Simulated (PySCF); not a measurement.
Screening by computed properties: pick the candidate that meets the target.

Species are written as SMILES; each is one conformer at its optimised geometry, gas phase, non-relativistic unless stated. Electronic properties by PySCF.

The conformers computed, where there is a choice (atom-mapped SMILES and torsion angles):
- `[CH3:1][O:2]/[CH:3]=[P:4]/[CH:5]1[CH2:6][CH2:7]1`: C1–O2–C3–P4 0°, C3–P4–C5–C6 38°
- `[CH3:1][CH2:2][CH2:3][P@@:4]([CH3:5])(=[O:6])[CH2:7][OH:8]`: C1–C2–C3–P4 -173°, C2–C3–P4–C5 -80°, C3–P4–C7–O8 -83°, H–O8–C7–P4 -35°
- `[CH3:1][CH2:2][C@@H:3]([CH3:4])[P@H:5](=[O:6])[CH2:7][CH3:8]`: C1–C2–C3–C4 -179°, C2–C3–P5–O6 -47°, C3–P5–C7–C8 -177°
- `[CH:1]#[C:2][GeH2:3][C:4]([F:5])=[C:6]([F:7])[F:8]`: C2–Ge3–C4–F5 -103°

Question: Wanted: dipole moment below 3 D (CAM-B3LYP/def2-SVPD) and vertical ionisation energy below 9.55 eV (ΔSCF CAM-B3LYP/def2-SVPD), at PBE0-D3(BJ)/def2-SVP geometries. Which candidate meets both?
A. `C#[C][GeH2][C](F)=C(F)F`
B. `C1CC1/P=C/OC`
C. `CCC[P@@](C)(=O)CO`
D. `CC[C@@H](C)[P@H](=O)CC`

Answer: B. Computed values:
```
                species  dipole moment  vertical ionisation energy
           C1CC1/P=C/OC         0.26 D                     8.09 eV
C#[C][GeH2][C](F)=C(F)F         1.54 D                     9.93 eV
 CC[C@@H](C)[P@H](=O)CC         4.15 D                     9.48 eV
      CCC[P@@](C)(=O)CO         4.62 D                     9.62 eV
```
